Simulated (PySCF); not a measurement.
From results back to the method.

Species: C3H7FOSi.
Cartesian coordinates in Å at the PBE0-D3(BJ)/def2-SVP level; atoms count from 1:
```
atom  x, y, z in Å
C1    -1.9907    0.2383   -0.2193
Si2   -0.2077    0.6418   -0.5532
O3     0.6924   -0.5913   -1.2972
C4     1.5363   -0.8189   -0.1607
C5     1.0069    0.2088    0.8571
F6     0.4286   -0.3831    1.9610
H7    -2.0510   -0.6036    0.4863
H8    -2.5147   -0.0376   -1.1478
H9    -2.5111    1.1031    0.2217
H10   -0.0535    1.9573   -1.2435
H11    1.4152   -1.8429    0.2342
H12    2.5955   -0.6681   -0.4327
H13    1.7610    0.9339    1.2014
```

The closed-shell ground state was solved 7 times with PySCF (density fitting, gas phase), always in the pcSseg-1 basis (144 functions), with these functionals: B3LYP, B97-D, CAM-B3LYP, HF, LDA, PBE0 and wB97X-D.

```
row  total energy (Eh)  HOMO (eV)  LUMO (eV)  dipole (D)
  P          -582.8631      -6.38      -0.49        1.15
  Q          -579.6408      -6.46      -0.91        1.14
  R          -583.0857      -7.62       0.04        1.24
  S          -582.9638      -9.77       2.07        1.27
  T          -582.9543      -9.27       1.32        1.29
  U          -582.6185      -7.86       0.25        1.23
  V          -580.8582     -11.30       3.62        1.50
```

Question: Which functional belongs to which row?

Answer: P = B97-D, Q = LDA, R = B3LYP, S = wB97X-D, T = CAM-B3LYP, U = PBE0, V = HF. By rising HOMO–LUMO gap: LDA (LDA) 5.55 eV; B97-D (GGA) 5.89 eV; B3LYP (global hybrid, 20 % exact exchange) 7.66 eV; PBE0 (global hybrid, 25 % exact exchange) 8.11 eV; CAM-B3LYP (range-separated hybrid) 10.59 eV; wB97X-D (range-separated hybrid) 11.84 eV; HF (all exact exchange) 14.92 eV. Total energies of different functionals aren't bounds to one another; each is stationary for its own functional.

B97-D and wB97X-D is run here without its empirical dispersion term; that term would change no orbital, density or response property at a fixed geometry.
